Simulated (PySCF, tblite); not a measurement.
Calculations on `FC(F)(F)c1ccpcp1`, in the order of a workflow; each names the level of the geometry that it ran on. Settings lines and outputs come from a driver script.

Species: C5H3F3P2.
Numbering: `[F:1][C:2]([F:3])([F:4])[c:5]1[cH:6][cH:7][p:8][cH:9][p:10]1` (hydrogens: H11 on C6; H12 on C7; H13 on C9)

Step 1: GFN2-xTB geometry optimisation, gas phase (tblite 0.8.0) (from a force-field or distance-geometry start)
```json
{"job": {"kind": "relax", "xc": "GFN2-xTB", "basis": "xTB"}, "charge": 0, "multiplicity": 1}
```
```
step      E/eV     max force
  0    -853.43907    3.163
  1    -853.87910    2.320
  2    -854.29067    1.563
...
 77    -855.15824    0.018
 78    -855.15828    0.014
 79    -855.15831    0.025
 80    -855.15834    0.011
 81    -855.15836    0.009
```

Energy lowered by 39.6 kcal/mol over 81 steps; largest atomic force 0.009 eV/Å at the end. «max force» is the largest atomic force in eV/Å.

On one thread of an Arm Neoverse V1, shared host with 32 logical CPUs at a one-minute load of 8.3, this took 0.63 s wall.

Step 2: GFN2-xTB harmonic vibrations, gas phase (tblite 0.8.0) (on the GFN2-xTB geometry)
```json
{"job": {"kind": "ir", "xc": "GFN2-xTB", "basis": "xTB"}, "charge": 0, "multiplicity": 1}
```
```
(table of modes left out)
```

33 modes from 22 to 3049 cm⁻¹ (unscaled, harmonic); zero-point energy 43.5 kcal/mol; all wavenumbers are real at this level.

Hardware: one thread, Arm Neoverse V1 (aarch64), shared host with 32 logical CPUs at a one-minute load of 8.3. Cost: 0.53 s of wall time.

Step 3: TDDFT CAM-B3LYP/def2-SVPD, vertical, gas phase, core orbitals frozen in the response (PySCF 2.14.0, density-fitted response routines) (on the GFN2-xTB geometry)
```json
{"job": {"kind": "uv", "xc": "CAM-B3LYP", "basis": "def2-SVPD", "nstates": 8, "ntriplets": 3}, "charge": 0, "multiplicity": 1}
```
```
...
Static polarisability (au): isotropic 106.888, principal 69.074 115.090 136.501
Singlet excitations
state   eV       nm        f      main configurations
  1   4.1656    297.6   0.01767   H-1->L 0.98
  2   4.3133    287.4   0.00524   H->L+1 0.49, H-2->L 0.44
  3   4.5359    273.3   0.00047   H-1->L+1 0.99
  4   4.7193    262.7   0.08789   H->L 0.83, H-2->L+1 0.09
  5   5.1231    242.0   0.00039   H-3->L 0.96
  6   5.5057    225.2   0.00663   H-3->L+1 0.97
  7   5.6073    221.1   0.35715   H-2->L 0.45, H->L+1 0.36, H-2->L+1 0.11
  8   5.6956    217.7   0.26198   H-2->L+1 0.74
Triplet excitations (Tamm-Dancoff, eV): 2.8775 3.4550 3.6810
```

HOMO -8.98 eV, LUMO -1.68 eV; lowest singlet 4.17 eV; lowest triplet 2.88 eV (Tamm–Dancoff); mean polarisability 106.9 au.

The run took about 2.7 min of CPU time (one thread, shared machine).

Geometry of the electronic-property runs (GFN2-xTB):
```
atom  x, y, z in Å
F1     2.7139   -0.0745   -0.6211
C2     1.9151   -0.5597    0.3490
F3     2.1909   -1.8698    0.4454
F4     2.3465    0.0058    1.4928
C5     0.4645   -0.3039    0.0873
C6     0.0840    1.0274   -0.0090
C7    -1.1901    1.4945   -0.2416
P8    -2.6409    0.5660   -0.4752
C9    -2.0761   -1.0631   -0.3461
P10   -0.5131   -1.7409   -0.0570
H11    0.8732    1.7616    0.1132
H12   -1.3180    2.5688   -0.2869
H13   -2.8543   -1.8118   -0.4687
```

 (This holds for the electronic-property runs.)
